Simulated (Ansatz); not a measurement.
Diatomic MgSi+, multiplicity 2 (lowest of 2S+1 = 2, 4 at CCSD(T)/def2-TZVPP on PBE0 minima; our sources give no spin for the ground state, which may be another). The T1 diagnostic near the minimum is 0.067, so single-reference values are doubtful.

The constants come from a fifth-degree fit in 1/R (seven points, main isotopes). Runs in def2 and cc sets follow the lowest solution found near the PBE0 minimum.

Run with Ansatz (an electronic-structure program) with Gaussian orbitals. Each number belongs to the level named beside it.

Question: What bond length and harmonic frequency does B3LYP/def2-TZVPP give?

Answer: r_e = 2.722 Å, ω_e = 267 cm⁻¹.

Question: What bond length and harmonic frequency does PBE0/def2-TZVPP give?

Answer: r_e = 2.702 Å, ω_e = 279 cm⁻¹.

Question: What bond length and harmonic frequency does wB97M-V/def2-TZVPP give?

Answer: r_e = 2.696 Å, ω_e = 280 cm⁻¹.
